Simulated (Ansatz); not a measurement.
Wavefunction ladder for `N[SiH2]OP`

Cartesian coordinates in Å:
```
N -0.946 -1.172 1.047
Si 0.159 0.122 1.027
O 0.263 0.964 -0.398
P 0.780 0.350 -1.833
H -0.692 -2.088 0.717
H -1.942 -1.034 1.046
H -0.275 1.146 2.000
H 1.491 -0.457 1.327
H -0.347 0.687 -2.640
H 1.509 1.483 -2.294
```

Charge 0, multiplicity 1. All single points use the PBE0-D4/def2-TZVP geometry. It is one conformer, not always the lowest. Frozen core, restricted reference, Ansatz 0.2.0. CBS rows extrapolate triple and quadruple zeta; past MP2 they add the triple-zeta difference.

| basis | HF (Eh) | MP2 corr. |
| --- | --- | --- |
| def2-SVP | -762.24564 | -0.57068 |
| def2-TZVPP | -762.64768 | -0.72798 |
| def2-QZVPP | -762.67459 | -0.78482 |

Estimate the CCSD correlation energy and the (T) correction in each basis where they were run (hartree).


```
     basis  CCSD corr.       (T)
  def2-SVP    -0.62040  -0.01499
def2-TZVPP    -0.77160  -0.02858
 CBS(def2)    -0.87055     as TZ
```
